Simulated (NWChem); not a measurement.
Molecule: AlSiH4F; SMILES [F][AlH][SiH3]

```xyz
7

Al     0.5510     0.7525    -0.0027
F     -0.6321     1.9326     0.0002
H      2.0424     1.2886     0.0131
Si    -0.1800    -1.5838    -0.0014
H     -0.3554    -2.0650     1.4078
H      0.8430    -2.4629    -0.6527
H     -1.4831    -1.7623    -0.7149
```
Atoms are numbered in this order, from 1.

Results from NWChem. Pople sets run with spherical d functions. All runs use the structure optimised with PBE0/def2-SVP. B3LYP is NWChem's, with the RPA form of VWN correlation. Total energies of different functionals are on different scales.

```
level                                                             energy (Ha)  highest occupied level (eV)  orbital gap (eV)  dipole (D)
----------------------------------------------------------------  -----------  ---------------------------  ----------------  ----------
B3LYP/6-31G*                                                        -634.2283                        -7.58              5.79        1.20
PBE/6-31G*                                                          -633.7857                        -6.63              4.28        1.09
KT2/6-31G*                                                          -640.2383                        -6.69              4.28        1.15
PW6B95/6-31G*                                                       -634.7787                        -7.86              6.22        1.25
B97-D/6-31G*                                                        -634.1157                        -6.63                 ?        1.09
LC-wPBE (HJS exchange hole, range parameter 0.4 per bohr)/6-31G*    -633.9048                       -10.39             10.81        1.16
LDA (Slater exchange, PW92)/6-31G*                                  -631.2770                        -6.67              4.15        1.17
N12/6-31G*                                                          -634.0716                        -6.51              4.35        1.24
```

### Question
Fill in the missing entries.

### Answer

- B97-D/6-31G*, orbital gap (eV): 4.40
